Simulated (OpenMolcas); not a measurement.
**F IV: effect of the active space**

- Program: OpenMolcas 26.06
- Method: CASSCF
- Basis: ANO-L-VTZP
- Scalar Hamiltonian: non-relativistic, point nucleus
- Spin-orbit coupling: state interaction with AMFI integrals over the reference wave functions, term energies averaged over their components

A. 2 electrons in 3 orbitals (2p); 2S+1 = 3 even, 3 roots; 2S+1 = 1 even, 6 roots; cost of the order of 2.1 core-seconds
B. 4 electrons in 4 orbitals (2s 2p); 2S+1 = 3 even, 3 roots; 2S+1 = 1 even, 6 roots; 2S+1 = 5 odd, 1 root; 2S+1 = 3 odd, 9 roots; 2S+1 = 1 odd, 8 roots; cost roughly 11 core-seconds

Energies in cm⁻¹ above 2s² 2p² ³P₀, the measured ground level; measured values from Moore, Atomic Energy Levels, vol. I, NSRDS-NBS 35 (1971 reprint of NBS Circular 467, 1949).

```
      Level      A      B  Measured
2s² 2p² ³P₀    0.0    0.0       0.0
2s² 2p² ³P₁    228    222       225
2s² 2p² ³P₂    669    648       613
2s² 2p² ¹D₂  27723  27712     25241
2s² 2p² ¹S₀  68199  50714     53544
```

Deviations, from unrounded energies. A percentage is the sum of absolute deviations over the sum of measured energies, with the sign that they share, or ± where signs differ.

| Against measurement | Levels | A | B |
| --- | --- | --- | --- |
| mean absolute deviation (cm-1) | 4 | 4300 | 1300 |
| fine structure of the ground term (%) | 2 | +7.0 | ±4.5 |
| other terms of the ground configuration (%) | 2 | +21.8 | ±6.7 |

B lies closest to measurement on these levels. The largest miss of B in the table is 2s² 2p² ¹S₀, by -2800 cm-1. The ranking rests on the paired levels alone, and a cruder setting can come out closer through cancelling errors.

Between A and B the level of the table that moves most is 2s² 2p² ¹S₀, by 17000 cm-1 (lowest in B, highest in A).

With the s shell closed, the reference lacks s² → p² mixing (holds for A). Measured partners are found by configuration, term and J. A level has none where our copy of the source lacks it or the pairing is in doubt (some pairs that miss far off the trend of their configuration count as doubtful), and it then counts in no deviation. Levels of configurations outside the active space are missing. Levels that lie high or do not pair safely by name in every column are left out.
